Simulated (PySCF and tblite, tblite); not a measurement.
One step of a conformer study of C7H14BCl, numbered as in [CH3:1][B:2]1[CH2:3][CH2:4][C@@H:5]([Cl:6])[CH2:7][C@@H:8]1[CH3:9]: GFN2-xTB geometry optimisation, gas phase in tblite; conformer with 6-ring chair (Cl6 axial).

The 6-ring runs over atoms 2–3–4–5–7–8.

Input:

```
{"job": {"xc": "GFN2-xTB", "basis": "xTB", "kind": "relax"}, "charge": 0, "multiplicity": 1}
C      1.637200     1.902000    -0.187700
B      0.436600     0.877800     0.069000
C     -1.047100     1.379300    -0.147800
C     -2.080100     0.431000     0.463700
C     -1.852400    -1.047900     0.080100
Cl    -2.129500    -1.294700    -1.681900
C     -0.449600    -1.525900     0.491400
C      0.703100    -0.699200    -0.124100
C      2.048100    -1.145300     0.463100
H      2.118200     1.663500    -1.146600
H      1.234300     2.940600    -0.231400
H      2.366500     1.832500     0.637000
H     -1.182600     2.390300     0.313700
H     -1.233700     1.471800    -1.245800
H     -2.033900     0.518600     1.582600
H     -3.103700     0.735000     0.176000
H     -2.602600    -1.663700     0.608900
H     -0.337200    -2.601200     0.202300
H     -0.382200    -1.481500     1.611400
H      0.728400    -0.895600    -1.216400
H      2.091900    -0.898800     1.551200
H      2.177400    -2.234200     0.331500
H      2.888200    -0.627300    -0.047900
```

Launched as:

```sh
OMP_NUM_THREADS=1 python ens_run.py task.json out
```

Question: About how long does this step take on 1 thread of Intel Xeon @ 2.50GHz (shared host) (rough), launched as `OMP_NUM_THREADS=1 python ens_run.py task.json out`?

Answer: About 2.6 s.

Output (atoms count from 0 there):

```
step      E/eV     max force
  0    -759.34342    1.824
  1    -759.49555    1.308
  2    -759.60039    0.570
  3    -759.62040    0.280
  4    -759.62875    0.201
  5    -759.63225    0.192
  6    -759.63905    0.165
  7    -759.64445    0.180
  8    -759.64930    0.120
  9    -759.65229    0.106
 10    -759.65461    0.101
 11    -759.65654    0.122
 12    -759.65808    0.099
 13    -759.65909    0.064
 14    -759.65979    0.063
 15    -759.66038    0.062
 16    -759.66095    0.061
 17    -759.66148    0.047
 18    -759.66198    0.043
 19    -759.66245    0.051
 20    -759.66294    0.064
 21    -759.66345    0.050
 22    -759.66391    0.039
 23    -759.66391    0.039
...
 50    -759.66656    0.026
 51    -759.66664    0.025
 52    -759.66673    0.025
 53    -759.66682    0.025
 54    -759.66690    0.021
 55    -759.66697    0.022
 56    -759.66704    0.024
 57    -759.66714    0.025
 58    -759.66727    0.027
 59    -759.66741    0.024
 60    -759.66753    0.020
 61    -759.66764    0.025
 62    -759.66776    0.030
 63    -759.66786    0.028
 64    -759.66795    0.020
 65    -759.66801    0.019
 66    -759.66805    0.015
 67    -759.66809    0.016
 68    -759.66815    0.014
 69    -759.66819    0.013
 70    -759.66823    0.011
 71    -759.66826    0.014
 72    -759.66829    0.013
 73    -759.66831    0.010
 74    -759.66835    0.013
 75    -759.66838    0.015
 76    -759.66841    0.014
 77    -759.66843    0.014
 78    -759.66847    0.015
 79    -759.66852    0.018
 80    -759.66857    0.018
 81    -759.66862    0.014
 82    -759.66866    0.017
 83    -759.66872    0.019
 84    -759.66878    0.026
 85    -759.66885    0.024
 86    -759.66890    0.025
 87    -759.66896    0.012
 88    -759.66898    0.008
 89    -759.66901    0.009
 90    -759.66903    0.009
 91    -759.66904    0.008
 92    -759.66906    0.009
 93    -759.66907    0.009
 94    -759.66909    0.008
 95    -759.66911    0.008
 96    -759.66912    0.007
 97    -759.66913    0.006
 98    -759.66913    0.006
 99    -759.66914    0.006
100    -759.66915    0.005
101    -759.66915    0.005
102    -759.66916    0.005
103    -759.66917    0.004
```
